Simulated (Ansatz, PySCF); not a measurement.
This Ansatz (a first-principles code) input computes a SVWN5/def2-TZVPD energy:

Ansatz 0.2 input:
```yaml
crystal:
  periodic: [false, false, false]
  atoms:
    - {symbol: In, position_ang: [-0.00000000, -0.00000000, -1.45502438]}
    - {symbol: I, position_ang: [0.00000000, 0.00000000, 1.34521122]}
basis:
  gaussian:
    orbitals: def2-TZVPD
hamiltonian:
  xc: {name: SVWN5}
magnetization: {spin_polarized: true, initial_magnetization: 2}
output: {forces: true}
```

Write an input for the same energy in PySCF and say what it gives.


```python
from pyscf import gto, scf, dft

mol = gto.M(
    atom='''
    In   -0.00000000   -0.00000000   -1.45502438
    I     0.00000000    0.00000000    1.34521122
    ''',
    basis='def2-tzvpd',
    ecp='def2-tzvp',
    charge=0,
    spin=2,
    symmetry='C2v',
    verbose=4,
)

mf = dft.UKS(mol, xc='svwn').density_fit(auxbasis='def2-universal-jkfit')
mf.grids.level = 3
mf.conv_tol = 1e-9
mf.max_cycle = 100
mf.max_memory = 1500
mf.kernel()
if not mf.converged:
    mf = mf.newton()
    mf.kernel(mf.make_rdm1())
mf.analyze()
```
It gives -487.09070 Eh, and Ansatz -487.09067 Eh, a difference of 0.03 mEh, from the treatment of integrals and grids.

This is an excited triplet: at this geometry the singlet lies 2.95 eV lower at CCSD(T)/CBS(def2-TZVPPD,def2-QZVPPD).
